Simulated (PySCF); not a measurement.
C2H4O3. Atoms are numbered in the order given.

```xyz
9

C      0.0356    -1.8316     0.0000
O      0.7036    -0.5716     0.0000
C     -0.0902     0.4980     0.0000
O     -1.2957     0.4865     0.0000
O      0.6719     1.6001     0.0000
H      0.8252    -2.5926     0.0000
H     -0.5977    -1.9389    -0.8936
H     -0.5977    -1.9389     0.8936
H      0.0602     2.3522     0.0000
```

Geometry optimised at B3LYP-D3(BJ)/def2-SVP. One conformer was computed; it need not be the lowest.

Method: PBE/def2-TZVP run with PySCF.

Isolated molecule, no solvent.

| Property | Result |
|---|---|
| total energy | -304.10852 hartree |
| point group | Cs |
| highest occupied level | -6.78 eV |
| lowest empty level | -0.14 eV |
| orbital gap | 6.64 eV |
| dipole moment | 0.59 D |
| quadrupole, principal values (traceless, Buckingham form, about the centre of nuclear charge) | -10.66, -1.01, 11.66 D·Å |
| mean static polarisability | 36.5 bohr³ (5.41 Å³) |
| polarisability, principal values | 27.1, 36.4, 46.0 bohr³ |
